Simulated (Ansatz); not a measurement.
CdHI (SMILES [CdH][I]) moved off its minimum; all values from Ansatz (an electronic-structure program), cores frozen in correlated methods. Elements past Kr take the def2 small-core potentials, without spin–orbit coupling.
(charge 0, multiplicity 1)
```xyz
3

Cd    -0.0154     0.0052    -1.3830
H      0.0180     0.1243    -2.9622
I     -0.0746    -0.0445     1.2506
```

**Question.** Give the forces (eV/Å), the total energy and the dipole at CCSD(T)/def2-TZVPPD.

**Answer.** 
| atom | Fx | Fy | Fz |
|---|---|---|---|
| Cd1 | -0.031 | -0.004 | 1.337 |
| H2 | 0.026 | 0.033 | -1.149 |
| I3 | 0.005 | -0.029 | -0.188 |
Energy -464.7528 hartree, dipole 2.06 D.
